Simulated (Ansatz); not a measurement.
A structure relaxed at PBE0-D4/def2-TZVP, charge 0, multiplicity 1:

| atom | x (Å) | y (Å) | z (Å) |
| --- | --- | --- | --- |
| C1 | -1.8619 | 0.2020 | -0.8873 |
| Al2 | -0.1197 | -0.2551 | -0.1676 |
| N3 | 0.7010 | -1.7963 | -0.3761 |
| C4 | 0.9579 | 1.0173 | 0.9218 |
| N5 | 2.0878 | 0.7298 | 1.3750 |
| F6 | 0.4118 | 2.2543 | 1.1682 |
| H7 | -2.2953 | -0.6066 | -1.4805 |
| H8 | -1.8014 | 1.0903 | -1.5236 |
| H9 | -2.5652 | 0.4422 | -0.0839 |
| H10 | 1.6096 | -1.9724 | 0.0242 |
| H11 | 0.3696 | -2.6000 | -0.8823 |
| H12 | 2.5058 | 1.4943 | 1.9120 |

Task: Give its formula and SMILES.

Result: C2H6AlFN2, `[CH3][Al]([NH2])[C](=N)F`.

Task: Point group (tolerance 0.08 Å, 0.16 Å for H)?

Result: Cs.

Task: Summarise the bond lengths by kind.

Result: 2 × Al–C 1.940 to 1.992 Å; 3 × C–H 1.093 to 1.094 Å; 1 × Al–N 1.758 Å; 3 × H–N 1.006 to 1.023 Å; 1 × C–N 1.251 Å; 1 × C–F 1.374 Å.

Program: Ansatz 0.2.0.
